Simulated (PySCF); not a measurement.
B2FHO, BFO, BH3NOSi (calculated)

Computed with PySCF 2.14.0. Calculation on a computer-drawn molecule: the log of a Hartree-Fock and frozen-core CCSD(T) single point meant for a local Hartree-Fock minimum, with one planted fault or none, to be diagnosed. Offsets are logged minus clean, where the clean run is the same molecule without the fault. The reference is restricted for singlets and unrestricted otherwise, and also for a bond in bohr or an excited solution. Adding or removing an electron swaps singlet and doublet. The excited solution moves the top pair (singlet) or top alpha electron (doublet) to the lowest empty orbital. Highest occupied and lowest empty are orbital energies over both spins, largest force is the largest gradient component, triples share is (T) over the correlation energy, the T1 limit is 0.02 restricted and 0.045 unrestricted, electrons count all cores, a negative frequency is imaginary (commonest isotopes), and the dipole is about the centre of nuclear charge.

Common to all runs: meant charge 0; logged SCF converged yes; logged CC converged yes; logged SCF stable within its kind yes; possible faults no fault, one electron removed, one electron added, multiplicity raised by two, geometry at a saddle point, SCF held on an excited solution, minimal basis STO-3G, one bond length entered in bohr, all coordinates scaled.

```json
{"entry": 1, "formula": "B2FHO", "logged_structure": {"atoms_angstrom": [["O", -3.5943, -0.7563, 1.5147], ["B", -2.8982, -0.5505, 0.5775], ["B", -1.8681, -0.3096, -0.7714], ["F", -1.916, 0.8465, -1.4047], ["H", -1.1093, -1.1437, -1.1619]]}, "given": {"meant_multiplicity": 1, "meant_basis": "cc-pVDZ", "logged_electrons": 27, "logged_basis_functions": 61, "logged_spin_squared": 0.8336, "logged_highest_occupied [eV]": -19.955, "logged_lowest_empty [eV]": -11.646, "logged_largest_force [hartree/bohr]": 0.12438, "logged_T1_diagnostic": 0.039034, "logged_D1_diagnostic": 0.17409, "logged_triples_share": 0.035565, "logged_dipole_magnitude [debye]": 5.7028, "logged_energy_HF [hartree]": -223.88119, "logged_energy_CCSD(T) [hartree]": -224.44011, "drawn_bonds_atom": [1, 2, 3, 3], "drawn_bonds_other_atom": [2, 3, 4, 5], "drawn_bonds_order": [2, 1, 1, 1]}, "results": {"planted_fault": "one electron removed", "HF_energy_offset_from_clean_run [kcal/mol]": 296.1, "CCSD(T)_energy_offset_from_clean_run [kcal/mol]": 292.8}}
{"entry": 2, "formula": "BFO", "logged_structure": {"atoms_angstrom": [["O", -0.2497, -0.4107, -1.956], ["B", 0.426, -0.118, -2.8283], ["F", 1.1546, 0.1977, -3.7691]]}, "given": {"meant_multiplicity": 1, "meant_basis": "cc-pVDZ", "logged_electrons": 22, "logged_basis_functions": 42, "logged_spin_squared": 0.0, "logged_highest_occupied [eV]": -14.439, "logged_lowest_empty [eV]": 4.3399, "logged_largest_force [hartree/bohr]": 0.08481, "logged_T1_diagnostic": 0.014964, "logged_D1_diagnostic": 0.03775, "logged_triples_share": 0.022863, "logged_dipole_magnitude [debye]": 2.1172, "logged_energy_HF [hartree]": -199.07584, "logged_energy_CCSD(T) [hartree]": -199.52658, "drawn_bonds_atom": [1, 2], "drawn_bonds_other_atom": [2, 3], "drawn_bonds_order": [2, 1]}, "results": {"planted_fault": "all coordinates scaled, by -3.9 %", "HF_energy_offset_from_clean_run [kcal/mol]": 4.767, "CCSD(T)_energy_offset_from_clean_run [kcal/mol]": 9.453}}
{"entry": 3, "formula": "BH3NOSi", "logged_structure": {"atoms_angstrom": [["O", -1.6002, -1.1842, 2.1721], ["B", -0.8235, -0.3391, 1.8364], ["N", 0.0779, 0.644, 1.4473], ["Si", 0.5466, 2.0793, 2.3418], ["H", 0.5562, 0.4534, 0.5844], ["H", -0.4211, 2.2247, 3.449], ["H", 0.525, 3.2502, 1.4341]]}, "given": {"meant_multiplicity": 2, "meant_basis": "cc-pV(D+d)Z", "logged_electrons": 37, "logged_basis_functions": 27, "logged_spin_squared": 0.7514, "logged_highest_occupied [eV]": -6.3454, "logged_lowest_empty [eV]": 5.7606, "logged_largest_force [hartree/bohr]": 0.022495, "logged_T1_diagnostic": 0.020084, "logged_D1_diagnostic": 0.068826, "logged_triples_share": 0.043758, "logged_dipole_magnitude [debye]": 3.6122, "logged_energy_HF [hartree]": -439.34917, "logged_energy_CCSD(T) [hartree]": -439.57598, "drawn_bonds_atom": [1, 2, 3, 3, 4, 4], "drawn_bonds_other_atom": [2, 3, 4, 5, 6, 7], "drawn_bonds_order": [2, 1, 1, 1, 1, 1]}, "results": {"planted_fault": "minimal basis STO-3G", "HF_energy_offset_from_clean_run [kcal/mol]": 3393, "CCSD(T)_energy_offset_from_clean_run [kcal/mol]": 3594}}
```
